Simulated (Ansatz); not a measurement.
Species: sum formula YOF (charge -1, doublet). The spin state was set by rule; other spins were not relaxed. 
Coordinates optimised at B3LYP-D3(BJ)/def2-TZVP (Ansatz, a first-principles code):
```xyz
3

Y      0.1401    -0.1206     0.2742
O      1.3060    -0.1378    -1.1870
F     -1.7679     0.6449    -0.1331
```
Charge -1, spin multiplicity 2.

Basis-set convergence of Hartree-Fock and CCSD(T) correlation energies (hartree) with Ansatz. Valence correlation only, unless marked. UHF or UKS for open shells. No spin-orbit coupling. The frozen core is the preceding noble-gas configuration, with the filled d and f shells of earlier blocks. Past Kr the def2 sets carry scalar-relativistic core potentials.

```csv
basis,functions,E(HF),"E(corr, CCSD(T))"
def2-SVPD,80,-212.16859,-0.48749
def2-TZVPPD,136,(withheld),(withheld)
```

Q: What belongs in the gaps?

A: 
- def2-TZVPPD, E(HF): -212.38512
- def2-TZVPPD, E(corr, CCSD(T)): -0.59678
